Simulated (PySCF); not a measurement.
Charge-transfer reorganisation: `O=S1(=O)C=CC=C1`, C₄H₄O₂S

Cartesian coordinates in Å; atom numbers follow the order of the lines, from 1:
```xyz
11

O     2.1769    0.0665    1.3209
S     1.4220   -0.2745    0.0951
O     2.1227   -0.8583   -1.0701
C     0.3933    1.1218   -0.4250
C    -0.9094    0.8012   -0.2814
C    -1.1522   -0.5624    0.2489
C    -0.0320   -1.2689    0.5051
H     0.8659    2.0430   -0.7885
H    -1.7390    1.4791   -0.5309
H    -2.1706   -0.9448    0.4107
H     0.0985   -2.2863    0.8942
```

Level of theory: PySCF, UKS PBE/def2-SVP four-point reorganisation energy, gas phase. Geometry: PBE/def2-SVP.

**Question.** What is the inner reorganisation energy for hole transfer, with the ionisation energy?

**Answer.** λ = 0.106 (surface of the oxidised species) + 0.125 (surface of the starting species) = 0.231 eV. The ionisation energy is 9.37 eV vertical and 9.26 eV adiabatic without zero-point energy; at the relaxed geometry of the oxidised species the two energies differ by 9.14 eV. Largest bond changes: C5–C6 1.483 → 1.441 Å, C6–C7 1.349 → 1.390 Å, C4–C5 1.349 → 1.390 Å, S2–C4 1.811 → 1.793 Å, C7–S2 1.809 → 1.792 Å. ⟨S²⟩ of the relaxed oxidised species 0.754.

**Question.** What is the inner reorganisation energy for electron transfer, with the electron affinity?

**Answer.** λ = 0.297 (surface of the reduced species) + 0.277 (surface of the starting species) = 0.574 eV. The electron affinity is 0.40 eV vertical and 0.70 eV adiabatic without zero-point energy; at the relaxed geometry of the reduced species the two energies differ by 0.98 eV. Largest bond changes: C5–C6 1.483 → 1.432 Å, C6–C7 1.349 → 1.400 Å, C4–C5 1.349 → 1.400 Å, S2–C4 1.811 → 1.768 Å, C7–S2 1.809 → 1.768 Å. ⟨S²⟩ of the relaxed reduced species 0.752.

The highest occupied orbital of the reduced species is unbound in this basis, so its energies are rough.
